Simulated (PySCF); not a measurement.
## Electronic structure of V⁺ (vanadium, charge +1) at the UHF level

Configuration: [Ar] 3d4, high-spin 5D determinant. Calculation: PySCF 2.14, in cc-pVDZ (6s5p3d1f, 43 functions); no relativity, point nucleus.

```json
{
  "Total energy": "-942.672782 hartree",
  "One-electron energy": "-1292.6558 hartree",
  "Hartree (Coulomb) energy": "394.3331 hartree",
  "Exchange energy": "-44.3501 hartree",
  "Kinetic energy": "942.97343 hartree",
  "⟨S²⟩": "6.0012",
  "⟨L²⟩": "6.020",
  "Sum of ⟨r⟩": "16.37 bohr",
  "Sum of ⟨r²⟩": "21.67 bohr²",
  "Traceless quadrupole moment −½Σ⟨3z² − r²⟩ along its main axis": "-0.881 e·bohr²",
  "Density at the nucleus (Gaussians lack the cusp)": "8110 bohr⁻³",
  "Spin density at the nucleus": "-0.301 bohr⁻³",
  "Langevin diamagnetic susceptibility": "-17.2 ×10⁻⁶ cm³/mol",
  "Time after the integrals": "0.26 s of wall time on 1 thread of Neoverse-N1 (shared host)"
}
```

```
shell  electrons  mean orbital energy (eV)  spread (eV)  rms radius, mean of both spins (bohr)
 1s α          1                   -5484.7            0                                 0.0776
 1s β          1                   -5484.7            0                                 0.0776
 2s α          1                   -651.42            0                                  0.335
 2s β          1                   -649.59            0                                  0.335
 2p α          3                   -546.75        0.052                                  0.304
 2p β          3                   -544.91        0.580                                  0.304
 3s α          1                   -91.622            0                                   1.04
 3s β          1                   -84.813            0                                   1.04
 3p α          3                   -61.365        1.040                                   1.13
 3p β          3                   -52.878        1.664                                   1.13
 3d α          4                   -15.856        1.494                                   1.67
```
